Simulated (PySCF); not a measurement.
Gas-phase reaction: 2 InCH3 + C4H10 (n-butane) + 2 H → 2 In(CH3)3

Method: PySCF energies plus ideal-gas RRHO corrections (1 bar). S°(298 K) at PBE0/def2-TZVP differs from the NASA 1993 table for C4H10 (n-butane) (-9 J/mol/K); whether the harmonic model or the table's entry is off was not settled. † marks an energy on the PBE0/def2-TZVP geometry and frequencies; other levels use their own. MP2 and CCSD(T) freeze the core. Open shells (unrestricted): H (multiplicity 2); the rest are closed-shell singlets. B3LYP is the form with VWN-RPA correlation. In: scalar-relativistic def2 core potential, no spin-orbit coupling. Methyl groups turn as free rotors in In(CH3)3. InCH3: computed as isolated molecules; such fragments, hydroxides, amides, oligomers or adducts are transient or little studied in the gas. MP2 isn't extrapolated to the basis-set limit; its ΔH°(298 K) is -415.4 kJ in def2-SVP and -471.2 kJ in def2-TZVPP. CCSD(T) isn't extrapolated to the basis-set limit. The harmonic model lacks anharmonicity and excited electronic states, which grow with temperature; levels with a mode under 35 cm⁻¹ are left out. Internal rotation in C4H10 (n-butane) is treated as a harmonic vibration of one conformer, which makes the entropy rough. Soft modes under 120 cm⁻¹ make the harmonic entropy rough for In(CH3)3.

```json
[
 {"level": "B3LYP/def2-TZVP†", "ΔE electronic, kJ": "-450", "ΔH°(298 K), kJ": "-427", "ΔS°(298 K), J/K": "-307", "ΔG°(1000 K), kJ": "-117"},
 {"level": "CCSD(T)/def2-SVP†", "ΔE electronic, kJ": "-425", "ΔH°(298 K), kJ": "-402", "ΔS°(298 K), J/K": "-307", "ΔG°(1000 K), kJ": "-92"},
 {"level": "HF/def2-TZVP†", "ΔE electronic, kJ": "-334", "ΔH°(298 K), kJ": "-311", "ΔS°(298 K), J/K": "-307", "ΔG°(1000 K), kJ": "-2"},
 {"level": "MP2/def2-SVP†", "ΔE electronic, kJ": "-438", "ΔH°(298 K), kJ": "-415", "ΔS°(298 K), J/K": "-307", "ΔG°(1000 K), kJ": "-106"},
 {"level": "MP2/def2-TZVPP†", "ΔE electronic, kJ": "-494", "ΔH°(298 K), kJ": "-471", "ΔS°(298 K), J/K": "-307", "ΔG°(1000 K), kJ": "-161"},
 {"level": "PBE/def2-SVP", "ΔE electronic, kJ": "-422", "ΔH°(298 K), kJ": "-399", "ΔS°(298 K), J/K": "-303", "ΔG°(1000 K), kJ": "-93"},
 {"level": "PBE/def2-TZVP†", "ΔE electronic, kJ": "-459", "ΔH°(298 K), kJ": "-436", "ΔS°(298 K), J/K": "-307", "ΔG°(1000 K), kJ": "-126"},
 {"level": "PBE0/def2-SVP†", "ΔE electronic, kJ": "-434", "ΔH°(298 K), kJ": "-412", "ΔS°(298 K), J/K": "-307", "ΔG°(1000 K), kJ": "-102"},
 {"level": "LDA/def2-TZVP†", "ΔE electronic, kJ": "-544", "ΔH°(298 K), kJ": "-521", "ΔS°(298 K), J/K": "-307", "ΔG°(1000 K), kJ": "-211"},
 {"level": "ωB97M-V/def2-TZVP†", "ΔE electronic, kJ": "-503", "ΔH°(298 K), kJ": "-480", "ΔS°(298 K), J/K": "-307", "ΔG°(1000 K), kJ": "-170"}
]
```
ΔH° is lowest at LDA/def2-TZVP† and highest at HF/def2-TZVP†. No reference value is set beside these.
